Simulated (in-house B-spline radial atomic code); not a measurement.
Computed with a B-spline radial atomic code. Model: two electrons, singlet ground state, non-relativistic, full CI in B-splines with partial waves to l = 8 (at full coupling up to 3e-4 hartree above the limit, correlation up to 0.6 % small), density held at that of full coupling by Lieb maximisation.

Along the adiabatic connection the electron repulsion is scaled by a coupling λ while a local potential keeps the density fixed. At λ = 0 the system is the Kohn-Sham one and W equals the exchange energy; the exchange-correlation energy is the area under W between 0 and 1. The kinetic energy rises with λ as the electrons avoid each other, with dT/dλ = −λ dW/dλ.

Command:
```bash
python run_ac.py task.json out
```
Settings (lengths in bohr, energies in hartree):
```
potential              coulomb
strength               3.19
lmax                   8
wall_radius            1.71
```

Time taken, with all properties: 2.2 s on 1 thread of Intel(R) Xeon(R) Processor @ 2.30GHz, on a shared host.

**W = mean repulsion less Hartree energy, and W of three functionals.**

Given: confinement point charge; nuclear charge 3.19; hard wall radius 1.71 bohr; external potential -Z/r.

Computed: PBE exchange minus exact 39.789 millihartree; SCAN exchange minus exact 0.205 millihartree.

| coupling | W xc (hartree) | W xc minus exchange (millihartree) | kinetic minus Kohn-Sham (millihartree) | LDA (PW92) W minus its exchange (millihartree) | PBE W minus its exchange (millihartree) | SCAN W minus its exchange (millihartree) |
| --- | --- | --- | --- | --- | --- | --- |
| 0 | -1.8463 | 0 | 0 | 0 | 0 | 0 |
| 0.02 | -1.8482 | -1.863 | 0 | -13.33 | -1.92 | -1.85 |
| 0.05 | -1.851 | -4.641 | 0.1 | -27.8 | -4.82 | -4.59 |
| 0.12 | -1.8574 | -11.041 | 0.7 | -54.43 | -11.62 | -10.82 |
| 0.25 | -1.869 | -22.638 | 2.8 | -92.9 | -24.18 | -21.96 |
| 0.4 | -1.8819 | -35.571 | 7 | -128.69 | -38.41 | -34.24 |
| 0.6 | ? | ? | ? | ? | ? | ? |
| 0.8 | -1.9142 | -67.888 | 26.3 | -202.43 | -74.36 | -64.55 |
| 1 | ? | ? | ? | ? | ? | ? |
| 1.4 | -1.9575 | -111.16 | 73.6 | -283.72 | -122.78 | -104.72 |
| 2 | -1.9955 | -149.17 | 138 | -346.51 | -165.33 | -139.92 |
| 3 | -2.0495 | -203.13 | 272 | -427.83 | -225.82 | -190.14 |
| 4.5 | -2.1139 | -267.52 | 511.4 | -518.1 | -298.55 | -250.95 |
| 7 | -2.1918 | -345.42 | 953.1 | -623.18 | -388.67 | -326.61 |
| 10 | -2.2559 | -409.52 | 1492 | -709.84 | -466.18 | -391.09 |

**Question.** What belongs in the row 0.6?

**Answer.** W xc (hartree): -1.8985; W xc minus exchange (millihartree): -52.108; kinetic minus Kohn-Sham (millihartree): 15.3; LDA (PW92) W minus its exchange (millihartree): -168.46; PBE W minus its exchange (millihartree): -56.76; SCAN W minus its exchange (millihartree): -49.81.

**Question.** What belongs in the row 1?

**Answer.** W xc (hartree): -1.9293; W xc minus exchange (millihartree): -82.96; kinetic minus Kohn-Sham (millihartree): 39.8; LDA (PW92) W minus its exchange (millihartree): -232.36; PBE W minus its exchange (millihartree): -91.21; SCAN W minus its exchange (millihartree): -78.58.

**Question.** What is the LDA exchange minus exact?

**Answer.** 263.02 millihartree.

**Energy parts, natural occupations and partial-wave weights.**

Computed: total energy -8.2481 hartree; kinetic part of the DFT correlation energy 0.039841 hartree; initial slope twice GL2 -0.0934 hartree; kinetic part over minus potential part 0.48025; Hartree energy 3.6927 hartree; Kohn-Sham kinetic 8.8349 hartree; Lieb Oxford ratio E_xc over LDA exchange 1.1934.

```csv
natural,occupation of the shell (electrons)
s,1.9949
p,?
s,0.0016669
d,0.0001499
p,9.6563e-05
s,2.7401e-05
```

**Question.** What belongs in the row p?

**Answer.** occupation of the shell (electrons): 0.0030689.

| wave | weight |
| --- | --- |
| s | 0.99831 |
| p | 0.0015869 |
| d | ? |
| f | 1.1865e-05 |
| g | 2.7792e-06 |

**Question.** What belongs in the row d?

**Answer.** weight: 8.3238e-05.

**Question.** What is the correlation energy?

**Answer.** -0.043119 hartree.

**Question.** What is the exchange energy?

**Answer.** -1.8463 hartree.

Half-way to full coupling W has made 53 % of its drop, against 50 % for a straight line, and second-order (GL2) theory, half the initial slope, overshoots the correlation energy by about 8 %: a moderate bend, as in light atoms. Over couplings 0 to 1 the errors in E_xc come to about +166 millihartree for LDA, +36 millihartree for PBE, +2.1 millihartree for SCAN, so SCAN is nearest. In LDA and PBE the errors of exchange and correlation have opposite signs, so the sum is smaller than the larger of the two.
